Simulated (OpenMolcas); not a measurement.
Computed levels of 5d⁶ in ions with 74 electrons, in cm-1 above ⁵D₄.

```
Program             : OpenMolcas 26.06
Method              : RASSCF
Basis               : ANO-RCC-VTZP
Scalar Hamiltonian  : DKH2, point nucleus
Spin-orbit coupling : RASSI with atomic mean-field integrals over the reference wave functions, term energies averaged over their components
```

Active space for each ion: 12 electrons in 8 orbitals (RAS1 5p, at most 2 holes; RAS2 5d).

| Level | Ir3+ | Au5+ |
| --- | --- | --- |
| ⁵D₃ | 6048 | 9934 |
| ⁵D₁ | 9023 | 13722 |
| ⁵D₀ | 9368 | 13511 |
| ³H₅ | 21968 | 43396 |
| ³H₆ | 22216 | 27934 |
| ³F₂(1) | 25693 | 32315 |
| ¹S₀ | 28774 | 37232 |
| ³D₁ | 31895 | 40784 |
| ³G₄ | 32418 | 41717 |

Estimate ⁵D₀, ³H₅, ³H₆ for Pt4+ from its neighbours Ir3+ and Au5+.

⁵D₀ is fine structure, which grows about as the fourth power of a screened charge, so the fourth roots are averaged: ((9368^0.25 + 13511^0.25) / 2)^4 = 11298. The calculation gives 11295, so the estimate is off by 0 %.
³H₅ is another term, which grows about linearly with the charge: (21968 + 43396) / 2 = 32682. The calculation gives 24572, so the estimate is off by +33.0 %.
³H₆ is another term, which grows about linearly with the charge: (22216 + 27934) / 2 = 25075. The calculation gives 24958, so the estimate is off by +0.5 %.

Mixed levels, with the weight of the term that names them: Ir3+ ³H₅ (52 %), Ir3+ ¹S₀ (57 %), Ir3+ ³D₁ (61 %), Ir3+ ³G₄ (67 %), Pt4+ ³H₅ (50 %), Pt4+ ³F₂(1) (71 %), Pt4+ ¹S₀ (59 %), Pt4+ ³D₁ (67 %), Pt4+ ³G₄ (64 %), Au5+ ⁵D₀ (69 %), Au5+ ³H₅ (52 %), Au5+ ³F₂(1) (65 %), Au5+ ¹S₀ (59 %), Au5+ ³D₁ (70 %), Au5+ ³G₄ (58 %).

Without dynamic correlation excited terms often stand tens of per cent too high (terms of higher spin than the ground term too low), and those without a measured partner can miss by more than the paired ones. Active for correlation alone: 5p; no level in the range computed is led by a configuration that opens it, so any true level of that kind is missing. Levels of configurations outside the active space are missing.

A number in round brackets counts repeated terms of one configuration in the order of the reference energies.
